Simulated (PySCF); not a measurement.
C2H6ClFOSi, SMILES C[C@H](O)[Si@H](F)Cl.

Coordinates come from a PBE0-D3(BJ)/def2-SVP optimisation. The structure was generated by enumeration; whether it is a known compound was not checked. The values are those of a single conformer.

The numbers are results of PBE0-D3(BJ)/def2-SVP (PySCF), not measurements.

Frequencies are harmonic and unscaled.

Computed harmonic wavenumbers and intensities:
| mode | ν (cm⁻¹) | IR (km/mol) | moving atoms (share of kinetic energy) |
|---|---|---|---|
| 1 | 51 | 1.0 | O 34 %, C 22 %, H 16 %, F 14 %, Cl 13 % |
| 2 | 118 | 0.7 | Cl 42 %, C 19 %, H 16 %, O 8 % |
| 3 | 141 | 1.0 | O 40 %, F 29 %, H 13 %, C 11 % |
| 4 | 233 | 9.4 | F 46 %, H 20 %, Cl 18 %, C 9 % |
| 5 | 259 | 41.2 | H 73 % |
| 6 | 269 | 79.9 | H 95 % |
| 7 | 300 | 1.6 | C 25 %, F 22 %, H 20 %, Si 19 %, O 11 % |
| 8 | 394 | 53.8 | Si 38 %, O 20 %, C 19 %, H 12 % |
| 9 | 469 | 21.2 | C 42 %, H 26 %, O 21 % |
| 10 | 543 | 52.8 | Si 39 %, Cl 35 %, C 12 %, H 10 % |
| 11 | 646 | 18.5 | H 39 %, Si 26 %, C 25 % |
| 12 | 825 | 188.3 | H 79 %, Si 14 % |
| 13 | 831 | 34.3 | H 80 %, F 15 % |
| 14 | 914 | 49.9 | H 31 %, C 25 %, F 17 %, Si 15 %, O 12 % |
| 15 | 933 | 152.3 | H 31 %, Si 30 %, F 26 %, C 9 % |
| 16 | 994 | 22.2 | H 77 %, C 17 % |
| 17 | 1105 | 3.9 | C 57 %, H 41 % |
| 18 | 1154 | 91.9 | C 47 %, O 29 %, H 24 % |
| 19 | 1195 | 14.2 | H 85 %, C 11 % |
| 20 | 1322 | 15.1 | H 73 %, C 26 % |
| 21 | 1382 | 11.0 | H 69 %, C 28 % |
| 22 | 1392 | 4.2 | H 76 %, C 22 % |
| 23 | 1460 | 7.9 | H 95 % |
| 24 | 1475 | 8.0 | H 93 % |
| 25 | 2281 | 111.5 | H 97 % |
| 26 | 2965 | 39.5 | H 93 % |
| 27 | 3043 | 15.7 | H 97 % |
| 28 | 3132 | 15.8 | H 91 %, C 9 % |
| 29 | 3158 | 7.0 | H 90 %, C 10 % |
| 30 | 3858 | 33.4 | H 94 % |
